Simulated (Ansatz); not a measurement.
CH$_{5}$Si (SMILES [CH2][SiH3]), doublet, geometry from GFN2-xTB; B3LYP/3-21G in Ansatz (a program for electronic structure).

Input for Ansatz:
Ansatz 0.2 input:
```yaml
crystal:
  periodic: [false, false, false]
  atoms:
    - {symbol: C, position_ang: [-0.01711389, 0.13861103, -1.25945287]}
    - {symbol: Si, position_ang: [0.00774095, -0.06609183, 0.57241213]}
    - {symbol: H, position_ang: [-0.92959358, 0.22915764, -1.82227983]}
    - {symbol: H, position_ang: [0.88009381, 0.20740535, -1.84926448]}
    - {symbol: H, position_ang: [0.03350168, 1.24334789, 1.24448153]}
    - {symbol: H, position_ang: [-1.19792114, -0.77868484, 1.00294438]}
    - {symbol: H, position_ang: [1.20822931, -0.80760657, 0.96706573]}
basis:
  gaussian:
    orbitals: 3-21G.json
    final_grid: {core_spheres: 14, valence_spheres: 28, degree: 59}
hamiltonian:
  xc: b3lyp
magnetization: {spin_polarized: true, initial_magnetization: 1}
```
The basis file holds 3-21G in the JSON format of the Basis Set Exchange.

Predict the main parts of the log of this Ansatz run.


```
Functional definition: B3LYP
375 factors; integrals over basis functions are off by at most 9.6e-4 eV
mean field evaluation 1: about -8944.7643 eV, gradient 2.0e1 eV
mean field evaluation 2: about -8944.3108 eV, gradient 2.1e1 eV
mean field evaluation 4: about -8946.7952 eV, gradient 2.2e-1 eV
mean field evaluation 8: about -8946.8155 eV, gradient 4.0e-3 eV
mean field -8946.81549018 eV, -328.7894048949 hartree, gradient 8.6e-5 eV, S^2 0.753677; 0 other end points of the search recorded, 0 dependent functions left out
reference -8946.81567857 eV, -328.7894118180 hartree; 13, 12 occupied and 19, 20 virtual orbitals, 375 factors
Total energy: -8946.81567857 eV, -328.7894118180 hartree
```
